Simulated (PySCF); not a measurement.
Radial density of Er(3+) (erbium, charge +3)

r2SCAN, [Xe] 4f11, one real determinant. All numbers are calculated (PySCF 2.14, scalar relativity by spin-free X2C-1e, in cc-pVDZ-X2C).

| r (bohr) | 4πr²ρ (e/bohr) | 4πr²(ρα − ρβ) |
| --- | --- | --- |
| 0.0179 | 88.48 | 0.0020 |
| 0.0302 | 81.89 | 0.0050 |
| 0.0508 | 115.3 | 0.0086 |
| 0.0854 | 106.8 | 0.0179 |
| 0.144 | 101.5 | 0.2204 |
| 0.242 | 80.06 | 1.3831 |
| 0.406 | 55.64 | 3.8137 |
| 0.684 | 38.06 | 3.4712 |
| 1.15 | 13.31 | 1.1643 |
| 1.93 | 3.181 | 0.0786 |
| 3.25 | 0.08451 | -0.0004 |
| 5.47 | 0.0001319 | 0.0000 |

Densities and radii are taken from the X2C orbitals without a picture-change correction, which distorts them close to the nucleus.

⟨L²⟩ = 34.01 against 42 for a pure I term, so this real determinant mixes terms. Spin-orbit coupling, absent here, splits the open shell strongly.
